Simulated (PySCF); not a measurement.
Input file for PySCF: R-BP86/LANL2DZ on F2Zn (SMILES [F][Zn][F]), a point of a bond scan (R = 1.741 Å).

```python
from pyscf import gto, scf, dft, mp
from pyscf.data.elements import chemcore

mol = gto.M(
    atom='''
    Zn    0.00000000    0.00000000    0.00000000
    F     0.00000000    0.00000000    1.74055043
    F    -0.00000000   -0.00000000   -1.74055043
    ''',
    basis='lanl2dz',
    ecp={'Zn': 'lanl2dz'},
    charge=0, spin=0, verbose=3, max_memory=1800)
mf = dft.RKS(mol, xc='b88,p86')
mf.conv_tol = 1e-8
mf.max_cycle = 100
mf.kernel()
if not mf.converged:
    mf = mf.newton().run(mf.mo_coeff, mf.mo_occ)
```

Program output:

```
converged SCF energy = -265.750226895312
```

The run converged.

Cost: about 1.9 core-seconds (a rough figure).
